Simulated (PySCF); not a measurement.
Orbital picture of SiBr

LDA at R = 2.239 Å; Si def2-TZVPPD, Br def2-TZVPPD; no relativity (PySCF 2.14). State: ²Π (doublet), unpaired electrons π ↑. Only the outer orbitals are listed, counted within each symmetry.

```
spin  orbital  occ.  ε (eV)  on Si (%)            main shells (%)
   α      10σ     1  -19.89          7                    92 Br s
   α      11σ     1  -12.08         64           63 Si s, 29 Br p
   α       5π     1   -8.26         12           88 Br p, 10 Si p
   α       5π     1   -8.14         12           88 Br p, 10 Si p
   α      12σ     1   -8.01         58  42 Br p, 31 Si s, 25 Si p
   α       6π     1   -4.18         88           87 Si p, 10 Br p
   α       6π     0   -4.18         88            87 Si p, 9 Br p
   α      13σ     0   -1.47         66  50 Si p, 17 Br p, 13 Br s
   β      10σ     1  -19.82          7                    92 Br s
   β      11σ     1  -11.66         59           56 Si s, 35 Br p
   β       5π     1   -8.21         10            90 Br p, 8 Si p
   β       5π     1   -7.95          8                    91 Br p
   β      12σ     1   -7.65         62  38 Si s, 37 Br p, 23 Si p
   β       6π     0   -3.84         88            88 Si p, 8 Br p
   β       6π     0   -3.16         88                    88 Si p
   β      13σ     0   -1.21         62  46 Si p, 17 Br s, 16 Br p
```

Question: Which are the highest filled and the lowest empty level, where do they sit, and how wide is the gap?

Answer: Highest filled α 6π at -4.18 eV (in %: 87 Si p, 10 Br p); lowest empty α 6π at -4.18 eV (in %: 87 Si p, 9 Br p); the gap at LDA is 0.00 eV. Both belong to one degenerate shell, split only by its one-sided filling, so this is no excitation gap.

| Property | Result |
| --- | --- |
| bond order (Mayer) | 1.37 |
| ⟨S²⟩ | 0.752 |
| charge on Si (Mulliken, basis-dependent) | 0.12 |
| charge on Si (Löwdin, basis-dependent) | 0.04 |
| dipole moment (positive dipole means Si(−)Br(+)) | -0.66 D |
| polarisability along the bond | 77.1 bohr³ |
| polarisability across the bond | 49.3 bohr³ |

Spin–orbit coupling is left out. The state is the lowest determinant that a PBE0 search found; another state may lie lower at other levels.
